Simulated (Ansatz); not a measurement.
`[Cl][SbH]` radical, relaxed with UKS PBE-D4/def2-SVP in Ansatz 0.2.0 from a rough embedded geometry. The force threshold is 0.03 eV/Å; the program also tests the step.

Total charge 0; spin multiplicity 2. Sb takes the def2 core potential.

Start:

```xyz
3

Cl    1.390   -0.321    1.030
Sb   -0.922   -0.319    0.188
H    -0.468    0.639   -1.217
```

| step | energy (eV) | largest force (eV/Å) | largest move (Å) |
| --- | --- | --- | --- |
| 1 | -19067.4694 | 0.642 | 0.000 |
| 2 | -19067.4815 | 0.467 | 0.078 |
| 3 | -19067.4955 | 0.026 | 0.038 |

End:

```xyz
3

Cl    1.362   -0.325    1.027
Sb   -0.883   -0.312    0.191
H    -0.479    0.637   -1.218
```

Run time 4.9 s (2 threads of a server CPU on a shared host); peak host memory 0.13 GiB.
